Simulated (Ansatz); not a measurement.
System: CH5BNO2 (charge 0, doublet). It need not be the lowest isomer of its formula. 
Geometry from a B3LYP-D3(BJ)/def2-TZVP (Ansatz, an electronic-structure program) optimisation:
```
N
C 1 1.4236
H 2 1.0915 1 112.00
H 2 1.0997 3 109.63 1 -123.79
H 2 1.1017 3 108.06 4 -114.32
B 1 1.4448 2 121.05 3 -167.36
O 6 1.3681 1 119.89 2 51.51
H 7 0.9635 6 112.61 1 171.95
O 6 1.3732 7 119.39 8 -5.15
H 9 0.9625 6 112.52 7 174.75
```
Charge 0, spin multiplicity 2.

Parts of the frozen-core correlation energy in cc-pVDZ (Ansatz, hartree). Frozen orbitals: 5; correlated occupied orbitals by spin: 15 and 14; virtual: 75 and 76. UHF or UKS for open shells. Spin-orbit coupling is left out. No relativistic terms.

| term | value |
|---|---|
| reference (HF) | -269.75502 |
| MP2 opposite-spin | -0.53858 |
| MP2 same-spin | -0.18634 |
| CCSD correlation | -0.76752 |
| (T) | -0.01931 |
| T1 diagnostic | 0.015 |
| largest doubles amplitude | 0.015 |
| <S^2> of the reference | 0.759 |
